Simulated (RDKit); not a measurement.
Job for RDKit: UFF on C3H7NO (SMILES CN(C)C=O).

```python
from rdkit import Chem
from rdkit.Chem import AllChem, rdDetermineBonds

blocks = [
'''12

C     1.36514781    0.06954883    0.05058511
N    -0.07520090    0.13711237   -0.04159769
C    -0.82691034   -1.06595708    0.25176844
C    -0.71573939    1.28224644   -0.39027895
O    -1.91773547    1.42090963   -0.49000263
H     1.79369357    1.04038849   -0.19551701
H     1.68082391   -0.20268830    1.06219851
H     1.76796970   -0.67364199   -0.64406279
H    -1.88478902   -0.84549308    0.13793340
H    -0.54680149   -1.87059371   -0.43386968
H    -0.63255834   -1.40026461    1.27473182
H    -0.00780004    2.10843301   -0.58198855
''',
]
mol = None
for b in blocks:
    f = Chem.MolFromXYZBlock(b)
    rdDetermineBonds.DetermineBonds(f, charge=0)
    mol = f if mol is None else Chem.CombineMols(mol, f)
Chem.SanitizeMol(mol)
print(Chem.MolToSmiles(Chem.RemoveHs(mol)))
ff = AllChem.UFFGetMoleculeForceField(mol, vdwThresh=100.0, ignoreInterfragInteractions=False)
e = ff.CalcEnergy()
print(f'UFF energy {e:.6f} kcal/mol')
```

The log:

```
CN(C)C=O
UFF energy 17.855690 kcal/mol
```

The run finished.

Cost: about 0.020 core-seconds (a rough figure).
